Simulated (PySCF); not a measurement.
# Cr³⁺ (chromium, charge +3) across methods

[Ar] 3d3, high-spin 4F determinant. Calculation: PySCF 2.14, in aug-cc-pwCVTZ (10s9p7d4f3g, 127 functions); no relativity, point nucleus.

```tsv
method	E (hartree)	mean ε 3p α (eV)	mean ε 3p β (eV)	mean ε 3d α (eV)	Σ⟨r²⟩ (bohr²)	⟨S²⟩
LDA	-1040.110	-84.685	-81.492	-40.948	13.28	3.750
PBE0	-1042.218	-88.770	-84.340	-43.531	13.19	3.751
wB97X	-1042.444	-90.769	-86.763	-45.716	13.13	3.751
UHF	-1041.48565	-99.972	-91.604	-50.565	13.10	3.753
PBE	-1042.162	-84.678	-81.391	-40.928	13.26	3.750
r2SCAN	-1042.402	-86.121	-82.149	-41.544	13.16	3.751
PW91	-1042.452	-84.761	-81.493	-41.044	13.25	3.750
```

(1) Estimate the same row for revPBE.

## Answers

(1) E (hartree) = -1042.308; mean ε 3p α (eV) = -84.645; mean ε 3p β (eV) = -81.349; mean ε 3d α (eV) = -40.882; Σ⟨r²⟩ (bohr²) = 13.25; ⟨S²⟩ = 3.750.
